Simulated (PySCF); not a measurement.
Ge(I)(OH), SMILES [OH][Ge][I], PBE0/def2-SVP optimised geometry.

```
4

Ge    -0.70    -1.01     0.00
I      1.87    -1.01     0.00
O     -0.93     0.76     0.00
H     -1.87     1.01     0.00
```

Density from PBE0/def2-TZVP, def2 effective core potentials past Kr run with PySCF at that geometry. The core electrons that the potentials of I replace are not part of the density.

Minimum of the electron density along straight lines between bonded atoms, close to the bond critical point (lines longer than 1.1 times the sum of covalent radii, or with two minima, are not listed):

```tsv
bond	length / Å	ρ at the minimum / e bohr⁻³	∇²ρ there / e bohr⁻⁵	position (fraction from the first atom)
Ge1–I2	2.565	0.074	[?]	0.43
Ge1–O3	1.784	[?]	0.66	0.47
O3–H4	0.967	[?]	-2.36	0.80
```

### Question
Fill in the missing entries.

### Answer

- Ge1–I2, ∇²ρ there / e bohr⁻⁵: 0.00
- Ge1–O3, ρ at the minimum / e bohr⁻³: 0.141
- O3–H4, ρ at the minimum / e bohr⁻³: 0.353
